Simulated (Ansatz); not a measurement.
Reaction (formal exchange of groups at a C–C bond): `C[CH](C)[MgH]` + `C/N=C\N` → `C/N=C(\C)N` + `C[CH2][MgH]`

Calculated with Ansatz (gas phase, PBE0-D4/def2-TZVP geometries, no zero-point term in ΔE). CCSD(T)/CBS is the MP2 limit (def2-TZVPP, def2-QZVPP) plus CCSD(T) − MP2 in def2-TZVPP, frozen cores. Double bonds are as drawn, so ΔE can hold a change between cis and trans. DFT in def2-TZVPP. B3LYP here is the variant with VWN-RPA as its local correlation; programs differ in this. For Mg outer-core shells are correlated without core-valence functions, which leaves a few kJ/mol of doubt a bond. Each species was taken in one conformer, which may not be the lowest.

`C[CH](C)[MgH]`:

```xyz
12

C     1.235    0.587    0.298
C    -0.156   -0.036    0.398
C    -1.099    0.606   -0.619
Mg   -0.122   -2.146    0.264
H     1.919    0.221    1.070
H     1.707    0.385   -0.671
H     1.198    1.683    0.398
H    -0.548    0.194    1.400
H    -1.124    1.702   -0.514
H    -0.788    0.405   -1.651
H    -2.131    0.254   -0.521
H    -0.091   -3.854    0.149
```

`C/N=C\N`:

Z-matrix (Å, degrees):
```
C
N 1 1.442
H 1 1.090 2 109.6
H 1 1.100 2 112.2 3 119.5
H 1 1.101 2 112.6 3 -119.2
C 2 1.267 1 117.1 3 179.0
N 6 1.369 2 127.8 1 1.9
H 6 1.091 2 118.5 1 179.4
H 7 1.004 6 118.4 2 -165.8
H 7 1.005 6 119.0 2 -15.4
```

`C/N=C(\C)N`:

```xyz
13

C     1.210    1.217    0.667
N    -0.110    0.707    0.930
C    -0.568   -0.208    0.177
C     0.139   -0.797   -1.010
N    -1.786   -0.774    0.476
H     1.430    2.024    1.368
H     1.990    0.453    0.795
H     1.320    1.625   -0.348
H     1.080   -1.254   -0.695
H    -0.456   -1.560   -1.512
H     0.389   -0.014   -1.730
H    -2.317   -0.267    1.167
H    -2.322   -1.154   -0.284
```

`C[CH2][MgH]`:

```xyz
9

C     0.343   -0.356    1.072
C    -0.641   -0.024   -0.053
Mg    0.195    0.668   -1.851
H     1.051   -1.139    0.782
H    -0.158   -0.711    1.981
H     0.941    0.513    1.365
H    -1.360    0.726    0.299
H    -1.250   -0.909   -0.279
H     0.879    1.232   -3.315
```

```
             level  ΔE (kJ/mol)  difference from CCSD(T)/CBS
            PBE-D4        -27.9                          0.6
           PBE0-D4        -29.9                         -1.4
          B3LYP-D4        -29.4                         -0.9
           ωB97M-V        -31.3                         -2.8
            B2PLYP        -28.9                         -0.4
            r2SCAN        -30.9                         -2.4
              PBE0        -29.8                         -1.3
     HF/def2-TZVPP        -32.7                         -4.2
    MP2/def2-TZVPP        -27.6                          0.9
CCSD(T)/def2-TZVPP        -27.6                          0.9
     HF/def2-QZVPP        -32.8                         -4.3
    MP2/def2-QZVPP        -28.1                          0.4
SCS-MP2/def2-QZVPP        -27.7                          0.8
      HF/CBS(def2)        -32.8                         -4.3
     MP2/CBS(def2)        -28.4                          0.1
    CCSD/CBS(def2)        -29.1                         -0.6
       CCSD(T)/CBS        -28.5                            0
```

Largest T1 diagnostic among the species: 0.013.

In def2-TZVPP, CCSD(T) changes the Hartree–Fock value by +5.1 kJ/mol (the triples alone add +0.7 kJ/mol) and MP2 by +5.1 kJ/mol.
